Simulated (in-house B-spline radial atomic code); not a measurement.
A fraction x of an electron is removed from 5p in the holmium ion Ho²⁺, starting from [Xe] 4f11 and keeping the highest spin. Computed with a B-spline radial code for spherical atoms: scalar-relativistic (X2C) B97-1, spin-polarised, spherical fractional occupations, Fermi nucleus of rms radius 5.2022 fm.

Caution: exact exchange at fractional occupations of open shells leaves self-interaction of up to several eV.

| x | E(x) - E(0) (eV) | 5p down level (eV) |
| --- | --- | --- |
| 0 | 0.0000 | -41.175 |
| 0.01 | 0.4123 | -41.289 |
| 0.18 | 7.5968 | -43.238 |
| 0.26 | ? | ? |
| 0.43 | 18.7686 | -46.144 |
| 0.5 | 22.0274 | -46.966 |
| 0.52 | 22.9691 | -47.201 |
| 0.64 | 28.7182 | -48.619 |
| 0.86 | ? | ? |
| 0.95 | 44.3625 | -52.321 |
| 1 | 46.9936 | -52.924 |

Task: What belongs in the row x = 0.26?

Result: An energy change of 11.0928 eV; 5p down at -44.163 eV.

Task: What belongs in the row x = 0.86?

Result: An energy change of 39.7022 eV; 5p down at -51.241 eV.

Task: Check Janak's theorem between x = 0.01 and 0.18.

Result: The slope of the energy is 42.26 eV; the orbital levels give 42.26 eV (-ε of the emptying orbital, averaged over the two points).
